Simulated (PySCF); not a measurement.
## Electron correlation in Ar (argon, neutral)

[Ar], closed-shell 1S. All numbers are calculated (PySCF 2.14, no relativity, point nucleus, in def2-QZVPPD (10s7p5d2f1g, 79 functions)). Frozen: 1s2; 16 electrons correlated.

| level | correlation energy (mhartree) |
| --- | --- |
| CCSD | -428.79 |
| (T) | -10.41 |
| CCSD(T) | -439.20 |

Diagnostics: T1 = 0.0025, D1 = 0.0050, largest double amplitude 0.035.

Q: Is a single reference adequate?

A: Yes: T1 lies below 0.03 and no double amplitude reaches 0.07.

This basis was not built for core-valence correlation, so the inner-shell part is incomplete.
